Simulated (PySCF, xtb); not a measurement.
FGe, SMILES [F][Ge] (connectivity only; charge and spin as stated), charge +1, multiplicity 1.

GFN2-xTB in xtb at its own geometry gives an orbital gap of 5.15 eV.

Geometry optimised at PBE0-D3(BJ)/def2-TZVPD. The spin state was assumed, not searched.

What does PySCF with PBE0/def2-TZVPD give? (The exact figures need the calculation; the answer reports its results.)

gap 7.91 eV (levels -17.80 and -9.89 eV).
